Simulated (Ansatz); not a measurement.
A structure drawn as `O[Si]1(S)C[SiH2]1`, with this starting geometry:

```xyz
11

O    -1.820    1.310    0.268
Si   -0.319    0.810   -0.042
S     0.506    1.661   -1.774
C    -0.109   -0.943   -0.153
Si    0.792   -0.566    1.341
H    -2.367    1.560   -0.590
H     1.643    0.944   -1.811
H    -1.044   -1.527    0.001
H     0.393   -1.360   -0.963
H     2.219   -0.781    1.156
H     0.107   -1.110    2.567
```

The species carries charge 0 and has multiplicity 1.

Problem. Does it keep its bonds when Ansatz relaxes it at PBE-D4/def2-SVP and then PBE0-D4/def2-TZVP?

Solution. Yes, every drawn bond is still there and no new one forms.

Problem. Give the relaxed structure. (Best estimate.)

Solution. Computed: 
Z-matrix (Å, degrees):
```
Si
S 1 2.123
C 1 1.860 2 118.0
O 1 1.642 2 114.6 3 -137.1
Si 1 2.242 2 117.2 3 63.0
H 2 1.347 1 95.1 3 74.7
H 3 1.090 1 116.9 2 -145.8
H 3 1.088 1 118.6 2 -7.2
H 4 0.960 1 116.5 2 -56.8
H 5 1.483 1 122.2 2 156.2
H 5 1.483 1 123.6 2 -7.0
```
All modes are real.

Atoms count as bonded under 1.1 times the sum of their covalent radii (H–H under 0.85 Å, pairs among N, O and F under 1.55 Å), and a drawn bond as lost past 1.3 times.
